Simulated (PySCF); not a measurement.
Question: Write Cartesian coordinates for `C=C[B@@H-]([NH3+])O` as optimised with PBE0-D3(BJ)/def2-SVP.

Answer: 
```
atom  x, y, z in Å
C1     1.3478   -1.2518   -0.1437
C2     1.1153    0.0437   -0.3914
B3    -0.2588    0.8556   -0.2837
N4    -1.4455   -0.2322    0.1536
O5    -0.2997    1.8762    0.7235
H6     0.5540   -1.9494    0.1607
H7     2.3387   -1.7106   -0.2368
H8     1.9901    0.6370   -0.6997
H9    -0.6717    1.2569   -1.3761
H10   -2.2855    0.3097    0.3569
H11   -1.6516   -0.8981   -0.5913
H12   -1.1892   -0.7494    0.9972
H13    0.4534    1.7985    1.3137
```

Any rigid rotation of these coordinates is as good. Atoms count from 1 in this order. N4 (nitrogen bonded to B and 3 H) is tetrahedral (angles from 107.0° to 112.2°). Of the pairs four or more bonds apart, H6···H12 is among the closest relative to their van der Waals radii: 2.28 Å, 95 % of the sum of Bondi's values. B3 (four-coordinate boron) is distorted tetrahedral (angles from 101.9° to 115.7°).

Bonds between heavy atoms (Å): C1=C2 1.339, C2–B3 1.600, B3–N4 1.668, B3–O5 1.435.

Method used: PBE0-D3(BJ)/def2-SVP geometry optimisation, gas phase in PySCF 2.14.0.

Point group: C1 (no symmetry element, even within 0.4 Å). PBE0-D3(BJ)/def2-SVP frequencies: not computed here. One conformer, not necessarily the lowest (C1–C2–B3–N4 -2°, C2–B3–O5–H -12°).
